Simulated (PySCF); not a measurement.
## Calculated data, ClGeH$_{7}$Si$_{2}$

Computed with PySCF 2.14.0. Calculation on a computer-drawn molecule: the log of a Hartree-Fock and frozen-core CCSD(T) single point meant for a local Hartree-Fock minimum, with one planted fault or none, to be diagnosed. Offsets are logged minus clean, where the clean run is the same molecule without the fault. The reference is restricted for singlets and unrestricted otherwise, and also for a bond in bohr or an excited solution. Adding or removing an electron swaps singlet and doublet. The excited solution moves the top pair (singlet) or top alpha electron (doublet) to the lowest empty orbital. Highest occupied and lowest empty are orbital energies over both spins, largest force is the largest gradient component, triples share is (T) over the correlation energy, the T1 limit is 0.02 restricted and 0.045 unrestricted, electrons count all cores, a negative frequency is imaginary (commonest isotopes), and the dipole is about the centre of nuclear charge; on germanium a core potential holds 10 electrons, which the energies leave out, and 3d is frozen in MP2 and coupled-cluster steps.

```xyz
11
formula=ClGeH7Si2 meant_charge=0 meant_multiplicity=1 meant_basis=cc-pV(D+d)Z meant_basis_and_core_potential_on_germanium=cc-pVDZ-PP_ECP10MDF logged_electrons=84 logged_basis_functions=127 logged_SCF_converged=yes logged_spin_squared=0.9717 logged_highest_occupied=-9.1648 logged_lowest_empty=0.64817 logged_largest_force=0.0049513 logged_T1_diagnostic=0.014561 logged_D1_diagnostic=0.059535 logged_triples_share=0.023913 logged_CC_converged=yes logged_dipole_magnitude=1.7377 logged_SCF_stable_within_its_kind=yes logged_energy_HF=-1334.78754 logged_energy_CCSD(T)=-1335.28991 possible_faults=no_fault,one_electron_removed,one_electron_added,multiplicity_raised_by_two,geometry_at_a_saddle_point,SCF_held_on_an_excited_solution,minimal_basis_STO-3G,one_bond_length_entered_in_bohr,all_coordinates_scaled planted_fault=one_bond_length_entered_in_bohr,row_1_of_the_drawn_bonds HF_energy_offset_from_clean_run=54.71 CCSD(T)_energy_offset_from_clean_run=69.37
Si    -1.4497     0.3620     1.4938
Si     0.5521     0.8518    -2.4699
Cl    -0.6365    -0.1040    -3.9109
Ge     2.7596    -0.0988    -2.5816
H     -1.5341    -1.0777     1.8297
H     -0.6499     1.0575     2.5312
H     -2.8104     0.9436     1.4493
H      0.6041     2.2810    -2.8492
H      3.3349     0.0699    -3.9897
H      2.7053    -1.5885    -2.2320
H      3.6766     0.6106    -1.5773
```

Units: logged_highest_occupied, logged_lowest_empty in eV; logged_largest_force in hartree/bohr; logged_dipole_magnitude in debye; logged_energy_HF, logged_energy_CCSD(T) in hartree; HF_energy_offset_from_clean_run, CCSD(T)_energy_offset_from_clean_run in kcal/mol.

Drawn bonds:
| atom | other atom | order |
| --- | --- | --- |
| 1 | 2 | 1 |
| 2 | 3 | 1 |
| 2 | 4 | 1 |
| 1 | 5 | 1 |
| 1 | 6 | 1 |
| 1 | 7 | 1 |
| 2 | 8 | 1 |
| 4 | 9 | 1 |
| 4 | 10 | 1 |
| 4 | 11 | 1 |
